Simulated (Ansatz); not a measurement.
A trace of molecular dynamics of H4O4Si (9 atoms, charge 0, multiplicity 1).

The calculation used RKS BLYP-D4/6-31G in Ansatz 0.2.0.

```json
{"ensemble": "NVT, Nosé–Hoover chain", "set temperature": "300 K", "thermostat": "time constant 50 fs, chain length 3", "seed": "871823"}
```

```csv
time (fs),T (K),potential energy less start (eV),conserved less start (meV/atom)
0.0,300,0.000,0.00
6.0,182,0.480,41.43
12.0,130,0.665,56.55
18.0,471,0.734,97.97
24.0,13501,6.187,2122.23
30.0,26646,17.019,6211.33
36.0,10577,20.527,6658.17
42.0,4975,20.042,6660.34
48.0,164803,37.338,46123.96
54.0,40264,23.777,130086.07
60.0,3046,24.520,130080.66
66.0,636,24.487,130080.31
72.0,246,24.390,130079.97
78.0,124,24.336,130079.85
84.0,75,24.307,130079.93
90.0,87,24.241,130079.97
96.0,134,24.130,130080.00
102.0,205,23.970,130080.11
108.0,322,23.726,130080.31
114.0,522,23.334,130080.71
120.0,910,22.639,130082.51
```

Task: Is this trajectory sound?

Result: The conserved energy changed by up to 130000 meV per atom, so the integration failed: the time step of 3 fs is too long for the fastest motions that this run met, and the later frames carry no physical meaning.

Run time: 16 min on 1 thread of Intel(R) Xeon(R) 6975P-C (Granite Rapids), on a shared host, peak memory 0.12 GiB.
